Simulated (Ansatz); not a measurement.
Ansatz (an electronic-structure program) job for Al(Me)(NCO)(OH) (C2H4AlNO2), SMILES C(=O)=[N][Al]([OH])[CH3], PBE-D3(BJ)/def2-SVP. 

Ansatz 0.2 input:
```yaml
crystal:
  periodic: [false, false, false]
  atoms:
    - {symbol: Al, position_ang: [0.07788451, 0.90537831, -0.00000000]}
    - {symbol: C, position_ang: [-1.52818794, 1.97676702, -0.00000000]}
    - {symbol: H, position_ang: [-2.14944950, 1.75974527, 0.88422628]}
    - {symbol: H, position_ang: [-2.14944950, 1.75974527, -0.88422627]}
    - {symbol: H, position_ang: [-1.29594555, 3.05227473, -0.00000000]}
    - {symbol: N, position_ang: [0.00935726, -0.87975233, 0.00000000]}
    - {symbol: C, position_ang: [-0.07114422, -2.07725890, 0.00000001]}
    - {symbol: O, position_ang: [-0.14708946, -3.24438878, -0.00000000]}
    - {symbol: O, position_ang: [1.60479419, 1.64709016, -0.00000000]}
    - {symbol: H, position_ang: [2.45120023, 1.19792319, 0.00000001]}
basis:
  gaussian:
    orbitals: def2-SVP
hamiltonian:
  xc: pbe
  dispersion: d3bj
relax: {f_tol: 0.002, max_steps: 200}
```

Program output:

```
Functional definition: PBE
integrals: 0.05 GiB planned
1199 factors; their error is unknown
mean field: 0.28 GiB planned
mean field evaluation 1: about -14283.8578 eV, gradient 9.8e1 eV
mean field evaluation 2: about -14226.7883 eV, gradient 1.8e2 eV
mean field evaluation 4: about -14302.7431 eV, gradient 1.6e1 eV
mean field evaluation 8: about -14303.2345 eV, gradient 3.4e-1 eV
mean field evaluation 16: about -14303.1852 eV, gradient 1.4e-3 eV
mean field -14303.18519985 eV, -525.6323610474 hartree, gradient 2.6e-5 eV, S^2 0.000000; 0 other end points of the search recorded, 0 dependent functions left out
the calculation of the forces begins
reference -14303.18523722 eV, -525.6323624205 hartree; 26, 26 occupied and 82, 82 virtual orbitals, 1199 factors
relax step   1: F+E_penalty+E_count = -14303.36223908 eV  Δ(F+E_penalty+E_count) = +0.000e0 eV  max|allowed force component| = 1.494e0 eV/Å  Δτ_max = 0.0000 Å  (30 SCF iters, accepted)
these checks for a lower state are left out or cut short: starts, cluster_reference, orbital_swaps, neighbouring_geometries, increment
integrals: 0.05 GiB planned
1199 factors; their error is unknown
mean field: 0.28 GiB planned
mean field -14303.21400823 eV, -525.6334197359 hartree, gradient 2.7e-5 eV, S^2 0.000000; 0 other end points of the search recorded, 0 dependent functions left out
the calculation of the forces begins
reference -14303.21404572 eV, -525.6334211135 hartree; 26, 26 occupied and 82, 82 virtual orbitals, 1199 factors
relax step   2: F+E_penalty+E_count = -14303.39020085 eV  Δ(F+E_penalty+E_count) = -2.796e-2 eV  max|allowed force component| = 2.172e-1 eV/Å  Δτ_max = 0.0294 Å  (32 SCF iters, accepted)
these checks for a lower state are left out or cut short: starts, cluster_reference, orbital_swaps, neighbouring_geometries, increment
integrals: 0.05 GiB planned
1199 factors; their error is unknown
mean field: 0.28 GiB planned
mean field evaluation 32: about -14303.2163 eV, gradient 2.9e-5 eV
mean field -14303.21630503 eV, -525.6335041417 hartree, gradient 1.1e-5 eV, S^2 0.000000; 0 other end points of the search recorded, 0 dependent functions left out
the calculation of the forces begins
reference -14303.21634255 eV, -525.6335055204 hartree; 26, 26 occupied and 82, 82 virtual orbitals, 1199 factors
relax step   3: F+E_penalty+E_count = -14303.39215123 eV  Δ(F+E_penalty+E_count) = -1.950e-3 eV  max|allowed force component| = 8.875e-2 eV/Å  Δτ_max = 0.0071 Å  (34 SCF iters, accepted)
these checks for a lower state are left out or cut short: starts, cluster_reference, orbital_swaps, neighbouring_geometries, increment
integrals: 0.05 GiB planned
1199 factors; their error is unknown
mean field: 0.28 GiB planned
mean field -14303.21646441 eV, -525.6335099988 hartree, gradient 1.1e-5 eV, S^2 0.000000; 0 other end points of the search recorded, 0 dependent functions left out
the calculation of the forces begins
reference -14303.21650189 eV, -525.6335113762 hartree; 26, 26 occupied and 82, 82 virtual orbitals, 1199 factors
relax step   4: F+E_penalty+E_count = -14303.39238049 eV  Δ(F+E_penalty+E_count) = -2.293e-4 eV  max|allowed force component| = 7.613e-2 eV/Å  Δτ_max = 0.0083 Å  (34 SCF iters, accepted)
these checks for a lower state are left out or cut short: starts, cluster_reference, orbital_swaps, neighbouring_geometries, increment
integrals: 0.05 GiB planned
1199 factors; their error is unknown
mean field: 0.28 GiB planned
mean field -14303.21714373 eV, -525.6335349634 hartree, gradient 1.0e-5 eV, S^2 0.000000; 0 other end points of the search recorded, 0 dependent functions left out
the calculation of the forces begins
reference -14303.21718121 eV, -525.6335363408 hartree; 26, 26 occupied and 82, 82 virtual orbitals, 1199 factors
relax step   5: F+E_penalty+E_count = -14303.39298370 eV  Δ(F+E_penalty+E_count) = -6.032e-4 eV  max|allowed force component| = 1.989e-2 eV/Å  Δτ_max = 0.0101 Å  (33 SCF iters, accepted)
these checks for a lower state are left out or cut short: starts, cluster_reference, orbital_swaps, neighbouring_geometries, increment
integrals: 0.05 GiB planned
1199 factors; their error is unknown
mean field: 0.28 GiB planned
mean field -14303.21713759 eV, -525.6335347377 hartree, gradient 1.1e-5 eV, S^2 0.000000; 0 other end points of the search recorded, 0 dependent functions left out
the calculation of the forces begins
reference -14303.21717508 eV, -525.6335361152 hartree; 26, 26 occupied and 82, 82 virtual orbitals, 1199 factors
relax step   6: F+E_penalty+E_count = -14303.39298215 eV  Δ(F+E_penalty+E_count) = +1.552e-6 eV  max|allowed force component| = 6.905e-2 eV/Å  Δτ_max = 0.0182 Å  (32 SCF iters, rejected (line search))
these checks for a lower state are left out or cut short: starts, cluster_reference, orbital_swaps, neighbouring_geometries, increment
integrals: 0.05 GiB planned
1199 factors; their error is unknown
mean field: 0.28 GiB planned
mean field evaluation 64: about -14303.2173 eV, gradient 2.9e-5 eV
mean field -14303.21730139 eV, -525.6335407572 hartree, gradient 1.1e-5 eV, S^2 0.000000; 0 other end points of the search recorded, 0 dependent functions left out
the calculation of the forces begins
reference -14303.21733887 eV, -525.6335421345 hartree; 26, 26 occupied and 82, 82 virtual orbitals, 1199 factors
relax step   7: F+E_penalty+E_count = -14303.39315534 eV  Δ(F+E_penalty+E_count) = -1.716e-4 eV  max|allowed force component| = 7.986e-3 eV/Å  Δτ_max = 0.0089 Å  (33 SCF iters, accepted)
these checks for a lower state are left out or cut short: starts, cluster_reference, orbital_swaps, neighbouring_geometries, increment
integrals: 0.05 GiB planned
1199 factors; their error is unknown
mean field: 0.28 GiB planned
mean field -14303.21733864 eV, -525.6335421261 hartree, gradient 1.1e-5 eV, S^2 0.000000; 0 other end points of the search recorded, 0 dependent functions left out
the calculation of the forces begins
reference -14303.21737612 eV, -525.6335435033 hartree; 26, 26 occupied and 82, 82 virtual orbitals, 1199 factors
relax step   8: F+E_penalty+E_count = -14303.39324172 eV  Δ(F+E_penalty+E_count) = -8.638e-5 eV  max|allowed force component| = 1.060e-2 eV/Å  Δτ_max = 0.0117 Å  (33 SCF iters, accepted)
these checks for a lower state are left out or cut short: starts, cluster_reference, orbital_swaps, neighbouring_geometries, increment
integrals: 0.05 GiB planned
1199 factors; their error is unknown
mean field: 0.28 GiB planned
mean field -14303.21734179 eV, -525.6335422417 hartree, gradient 1.3e-5 eV, S^2 0.000000; 0 other end points of the search recorded, 0 dependent functions left out
the calculation of the forces begins
reference -14303.21737926 eV, -525.6335436189 hartree; 26, 26 occupied and 82, 82 virtual orbitals, 1199 factors
relax step   9: F+E_penalty+E_count = -14303.39325201 eV  Δ(F+E_penalty+E_count) = -1.030e-5 eV  max|allowed force component| = 1.266e-2 eV/Å  Δτ_max = 0.0020 Å  (24 SCF iters, accepted)
these checks for a lower state are left out or cut short: starts, cluster_reference, orbital_swaps, neighbouring_geometries, increment
integrals: 0.05 GiB planned
1199 factors; their error is unknown
mean field: 0.28 GiB planned
mean field -14303.21734374 eV, -525.6335423134 hartree, gradient 1.3e-5 eV, S^2 0.000000; 0 other end points of the search recorded, 0 dependent functions left out
the calculation of the forces begins
reference -14303.21738121 eV, -525.6335436907 hartree; 26, 26 occupied and 82, 82 virtual orbitals, 1199 factors
relax step  10: F+E_penalty+E_count = -14303.39325726 eV  Δ(F+E_penalty+E_count) = -5.252e-6 eV  max|allowed force component| = 8.424e-3 eV/Å  Δτ_max = 0.0028 Å  (25 SCF iters, accepted)
these checks for a lower state are left out or cut short: starts, cluster_reference, orbital_swaps, neighbouring_geometries, increment
integrals: 0.05 GiB planned
1199 factors; their error is unknown
mean field: 0.28 GiB planned
mean field evaluation 96: about -14303.2174 eV, gradient 1.0e-5 eV
mean field -14303.21735322 eV, -525.6335426618 hartree, gradient 1.0e-5 eV, S^2 0.000000; 0 other end points of the search recorded, 0 dependent functions left out
the calculation of the forces begins
reference -14303.21739070 eV, -525.6335440392 hartree; 26, 26 occupied and 82, 82 virtual orbitals, 1199 factors
relax step  11: F+E_penalty+E_count = -14303.39325999 eV  Δ(F+E_penalty+E_count) = -2.723e-6 eV  max|allowed force component| = 2.586e-3 eV/Å  Δτ_max = 0.0057 Å  (33 SCF iters, accepted)
these checks for a lower state are left out or cut short: starts, cluster_reference, orbital_swaps, neighbouring_geometries, increment
integrals: 0.05 GiB planned
1199 factors; their error is unknown
mean field: 0.28 GiB planned
mean field -14303.21735492 eV, -525.6335427243 hartree, gradient 2.4e-5 eV, S^2 0.000000; 0 other end points of the search recorded, 0 dependent functions left out
the calculation of the forces begins
reference -14303.21739240 eV, -525.6335441018 hartree; 26, 26 occupied and 82, 82 virtual orbitals, 1199 factors
relax step  12: F+E_penalty+E_count = -14303.39326060 eV  Δ(F+E_penalty+E_count) = -6.095e-7 eV  max|allowed force component| = 2.766e-3 eV/Å  Δτ_max = 0.0010 Å  (23 SCF iters, accepted)
these checks for a lower state are left out or cut short: starts, cluster_reference, orbital_swaps, neighbouring_geometries, increment
integrals: 0.05 GiB planned
1199 factors; their error is unknown
mean field: 0.28 GiB planned
mean field -14303.21735631 eV, -525.6335427753 hartree, gradient 7.6e-5 eV, S^2 0.000000; 0 other end points of the search recorded, 0 dependent functions left out
the calculation of the forces begins
reference -14303.21739379 eV, -525.6335441528 hartree; 26, 26 occupied and 82, 82 virtual orbitals, 1199 factors
relax step  13: F+E_penalty+E_count = -14303.39326145 eV  Δ(F+E_penalty+E_count) = -8.510e-7 eV  max|allowed force component| = 9.232e-4 eV/Å  Δτ_max = 0.0005 Å  (20 SCF iters, accepted)
integrals: 0.05 GiB planned
1199 factors; their error is unknown
mean field: 0.28 GiB planned
mean field evaluation 128: about -14303.2174 eV, gradient 1.5e-3 eV
mean field -14303.21735631 eV, -525.6335427753 hartree, gradient 7.6e-5 eV, S^2 0.000000; 1 other end points of the search recorded, 0 dependent functions left out
the calculation of the forces begins
reference -14303.21739379 eV, -525.6335441528 hartree; 26, 26 occupied and 82, 82 virtual orbitals, 1199 factors
Total energy: -14303.39329893 eV, -525.6400085475 hartree
Atom 0 at     0.075213     0.908204    -0.000000 Å, force    -0.000290     0.000374     0.000000 eV/Å
Atom 1 at    -1.535439     1.990904    -0.000000 Å, force     0.000923    -0.000609     0.000000 eV/Å
Atom 2 at    -2.161303     1.774417     0.890719 Å, force    -0.000109     0.000000     0.000223 eV/Å
Atom 3 at    -2.161303     1.774417    -0.890719 Å, force    -0.000109     0.000000    -0.000223 eV/Å
Atom 4 at    -1.295538     3.072641     0.000000 Å, force    -0.000122     0.000129     0.000000 eV/Å
Atom 5 at     0.011021    -0.887635    -0.000000 Å, force    -0.000029    -0.000018     0.000000 eV/Å
Atom 6 at    -0.061335    -2.098048     0.000000 Å, force    -0.000028    -0.000005    -0.000000 eV/Å
Atom 7 at    -0.129694    -3.280029     0.000000 Å, force    -0.000052     0.000144     0.000000 eV/Å
Atom 8 at     1.612619     1.668023    -0.000000 Å, force    -0.000219    -0.000012    -0.000000 eV/Å
Atom 9 at     2.447728     1.174630     0.000000 Å, force     0.000036    -0.000004    -0.000000 eV/Å
Dipole moment:     0.054065     0.304551     0.000000 e Å
```

The calculation finished and met its thresholds.
